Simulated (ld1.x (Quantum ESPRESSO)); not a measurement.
chromium (Cr), PAW: configuration errors across variants

Cr, PAW, made with ld1.x (Quantum ESPRESSO) 7.5 (LDA (PZ), scalar-relativistic). Core [Ar], reference 3d6 4s0 4p0. Waves: 4s (bound, empty): rcut 2.55, rcutus 2.75 bohr; 4s channel at 0.05 Ry: rcut 2.55, rcutus 2.75 bohr; 4p (bound, empty): rcut 4.20, rcutus 4.55 bohr; 4p channel at 0.3 Ry: rcut 4.20, rcutus 4.55 bohr; 3d (bound): rcut 0.95, rcutus 1.30 bohr; 3d channel at 1.6 Ry: rcut 0.95, rcutus 1.30 bohr; 4f channel at 0.15 Ry: rcut 3.60, rcutus 4.45 bohr; 4f channel at 0.8 Ry: rcut 3.60, rcutus 4.45 bohr. Local part: all-electron potential smoothed inside 3.80 bohr (lloc = -1). Core correction: a·sin(br)/r model core, default radius (core density twice the valence density). Augmentation charge: PSQ, inside the norm-conserving radii.

All-electron excitation energies from the reference (eV): (1) 3d5 4s1 4p0 -1.725; (2) 3d5 4s0 4p0 5.416; (3) 3d4 4s0 4p0 21.759; (4) 3d5 4s0 4p1 1.479; (5) 3d2 4s0 4p0 101.413; (6) 3d4 4s1 4p0 6.527; (7) 3d3 4s0 4p0 52.785.

The overlap operator is not positive definite (basis up to 400 Ry) in “local potential all-electron potential smoothed inside 2.72 bohr (lloc = -1)”. Such files are unfit for use, however small their errors in these radial tests.

1 further variants failed, have other tests or too few solved ones, and are left out.

Errors AE − PS in meV (a dash: test not solved or not reliable):

```csv
change,(1),(2),(3),(4),(5),(6),(7),bound ghosts
base,-25,-13,-229,-16,-4139,-202,-1297,none
"waves 4p (bound): rcut 4.20, rcutus 5.18 bohr; 4p channel at 0.3 Ry: rcut 4.20, rcutus 5.18 bohr",-25,-13,-229,-17,-4139,-202,-1297,none
"waves 3d (bound): rcut 0.95, rcutus 1.28 bohr; 3d channel at 1.6 Ry: rcut 0.95, rcutus 1.28 bohr",-25,-13,-229,-16,-4134,-202,-1296,none
local potential all-electron potential smoothed inside 2.72 bohr (lloc = -1),-24,-12,-228,-15,-4046,-184,-1276,not determined (overlap not positive)
"wave 4p channel at 0.3 Ry: rcut 4.20, rcutus 4.55 bohr becomes 4p channel at 3.81 Ry: rcut 4.20, rcutus 4.55 bohr",-25,-13,-229,-12,-4139,-202,-1297,none
```

**Question.** Give the same row for: augmentation PSQ, radius 0.95 bohr.

**Answer.** –, –, –, –, –, –, –; bound ghosts: none.
